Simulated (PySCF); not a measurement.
Write Cartesian coordinates for `F[C@H](Cl)[Si](F)(F)F` as optimised with PBE0-D3(BJ)/def2-SVP.

```
atom  x, y, z in Å
F1    -0.571    1.233   -0.582
C2    -0.752    0.232    0.314
Cl3    0.421   -1.080    0.032
Si4   -2.482   -0.489    0.143
F5    -2.698   -1.639    1.228
F6    -2.722   -1.085   -1.315
F7    -3.570    0.651    0.408
H8    -0.552    0.617    1.327
```

Orientation and origin are arbitrary. Atoms count from 1 in this order. Si4 (fluorine-bound silicon) is tetrahedral (angles from 108.0° to 111.4°).

Bonds between heavy atoms (Å): F1–C2 1.356, C2–Cl3 1.782, C2–Si4 1.881, Si4–F5 1.596, Si4–F6 1.594, Si4–F7 1.598.

Theory: PBE0-D3(BJ)/def2-SVP geometry optimisation, gas phase (PySCF).

Point group: C1 (no symmetry element, even within 0.4 Å). No PBE0-D3(BJ)/def2-SVP frequencies stand behind this structure, so it isn't proved a minimum.

On Arm Neoverse V1, one thread, shared host with 32 logical CPUs at a one-minute load of 28, this took 57 s of wall time and 0.45 GiB of memory at its peak. This is the geometry optimisation.
